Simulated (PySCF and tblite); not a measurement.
The numbers below are computed, except where a source is named.
System: 3,3,3-trifluoropropionic acid, C3H3F3O2, numbered as in [O:1]=[C:2]([OH:3])[CH2:4][C:5]([F:6])([F:7])[F:8].

Motion: rotation about the C2–O3 bond (torsion O1–C2–O3–H from 0° to 180°, rising). GFN2-xTB gives an electronic barrier of 13.6 kcal/mol and a reaction energy of 7.3 kcal/mol.

Problem. What does B3LYP/pcSseg-1 + D3(BJ) give on PBE0-D3(BJ)/def2-SVP geometries?

Solution. A barrier of 13.5 kcal/mol, 0.1 below the tight-binding barrier (from unrounded values), a reaction energy of 7.0 kcal/mol and, with GFN2-xTB thermal terms, ΔG‡(298 K) = 12.6 kcal/mol and k = 7740 s⁻¹ (2 equivalent paths).

Problem. And the level of the geometries itself, PBE0-D3(BJ)/def2-SVP?

Solution. 13.8 kcal/mol.

Programs: tblite and PySCF.
